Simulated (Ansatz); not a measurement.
Isolated molecules relaxed with PBE0-D4/def2-TZVP in Ansatz; ΔE leaves out vibrations. CCSD(T)/CBS is the MP2 limit (def2-TZVPP, def2-QZVPP) plus CCSD(T) − MP2 in def2-TZVPP, frozen cores. This one scheme is used for every species. Functionals use def2-TZVPP. For Zn outer-core shells are correlated without core-valence functions, which leaves a few kJ/mol of doubt a bond. Scalar relativity is left out up to krypton. One conformer a species, not always the lowest.

`[NH2][Zn][CH2]F` + H₂O → `[NH2][Zn][OH]` + fluoromethane  (formal hydrolysis of a Zn–C bond)

`[NH2][Zn][CH2]F`:

```xyz
8

N    -1.842   -0.577    0.951
Zn   -0.274   -0.079    0.183
C     1.452    0.491   -0.531
F     1.501    0.287   -1.915
H    -2.681   -0.053    0.750
H    -2.081   -1.557    0.998
H     2.284   -0.066   -0.088
H     1.641    1.554   -0.349
```

H₂O:

Z-matrix (Å, degrees):
```
O
H 1 0.960
H 1 0.960 2 105.1
```

`[NH2][Zn][OH]`:

Cartesian coordinates in Å:
```
N -0.227 -0.417 1.360
Zn 0.241 0.224 -0.267
O 0.884 0.964 -1.742
H -0.178 -1.421 1.473
H -1.120 -0.110 1.719
H 0.400 0.761 -2.544
```

`CF`:

Z-matrix (Å, degrees):
```
C
F 1 1.376
H 1 1.092 2 109.1
H 1 1.092 2 109.1 3 -120.0
H 1 1.092 2 109.1 3 120.0
```

```tsv
level	ΔE (kcal/mol)
revPBE-D4	-14.9
PBE0	-15.9
```

Task: What does CCSD(T)/CBS give? (Estimate.)

Result: The calculation gave: -17.3 kcal/mol. The listed levels differ from it by 2.4, 1.4 kcal/mol.

Task: What do rigid-rotor, harmonic-oscillator terms from PBE0-D4/def2-TZVP frequencies (298.15 K, 1 bar) make of the CCSD(T)/CBS value? (An estimate is asked.)

Result: Ansatz gave: ΔZPE = +1.3 kcal/mol, ΔH = -16.7 kcal/mol, ΔS = -7 J/(mol·K), ΔG = -16.1 kcal/mol.

Largest T1 diagnostic among the species: 0.017.

In def2-TZVPP, CCSD(T) changes the Hartree–Fock value by +3.1 kcal/mol (the triples alone add +0.3 kcal/mol) and MP2 by +2.5 kcal/mol. Leaving LDA and LC-ωPBE aside and taking each functional with its dispersion term where it has one, the values, not all of them listed here, spread over 3.2 kcal/mol, from B2PLYP to revPBE-D4. LDA lies +1.0 kcal/mol from PBE without D4.
